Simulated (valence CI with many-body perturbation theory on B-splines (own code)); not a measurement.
**Os⁶¹⁺ in brief**

Calculated by relativistic CI+MBPT: five valence electrons over a frozen Dirac-Fock core [Ne], a basis of 11 s, 11 p, 10 d, 8 f, 5 g, 2 h functions for each j, with the one-electron correlation potential Σ1 (screened to all orders), the two-electron term Σ2, the three-electron term Σ3, Breit, model QED; selected single and double excitations, second order for the rest, scaled by the run's own slope (own B-spline code, finite nucleus).

The last digits are not significant, and no measured levels were compared; by estimate large intervals hold to a few tenths of a per cent, small ones and those within an open d or f shell to about a per cent. Among the levels kept, up to 3100 cm⁻¹ of a level comes from second order outside the variational space, and about a tenth of that is noise between levels of different J, which matters for small intervals.

Levels are named by their leading jj configuration (3d3/2^4 stands for four electrons in 3d with j = 3/2), which in mixed levels can hold well under half, so a name can repeat and another be missing.

Rates and lifetimes use the calculated energies. Strong lines usually hold to 10 to 20 %, long lifetimes can be off by a factor of two.

(1) What is the ground level?

(2) Where does the other parity begin?

(3) What is the ionisation energy?

(4) Among levels below 109.28 Ry, which E1 lines absorb most strongly from the ground level?

(5) Name the longest-lived excited levels whose lifetime is computed, and their main decay.

(6) How well does LS coupling describe the low levels?

## Answers

(1) (3s^2 3p1/2^2 3p3/2) J=3/2, composition 48 % 3s²3p³ ²P° + 27 % 3s²3p³ ²D° + 24 % 3s²3p³ ⁴S°, g = 1.338.

(2) At (3s^2 3p1/2^2 3d3/2) J=3/2, 17.47 Ry.

(3) 6505.6 eV; NIST lists 6503 ± 12 eV (theoretical).

(4) to (3s^2 3p1/2 3p3/2 3d3/2) J=3/2 at 1.824 nm, f = 0.371; to (3s^2 3p1/2 3p3/2 3d3/2) J=5/2 at 1.856 nm, f = 0.298; to (3s^2 3p1/2 3p3/2 3d3/2) J=1/2 at 1.826 nm, f = 0.129.

(5) (3s^2 3p1/2 3p3/2 3d5/2) J=9/2 at 53.65 Ry lives 95.0 ns, mostly by E2 to (3s^2 3p1/2^2 3d5/2) J=5/2; (3s^2 3p1/2 3p3/2^2) J=5/2 at 29.52 Ry lives 4.47 ns, mostly by E1 to (3s^2 3p1/2^2 3d3/2) J=3/2; (3s^2 3p1/2 3p3/2^2) J=1/2 at 30.69 Ry lives 2.99 ns, mostly by M1 to (3s^2 3p1/2^2 3p3/2) J=3/2.

(6) Among the lowest 20 levels the leading LS term, summed over configurations, holds 54 % on average. For single configurations the figures are 52 % in LS and 94 % in jj coupling. Terms mix most in the J = 3/2 level at 46.17 Ry, where the leading one holds 32 %.
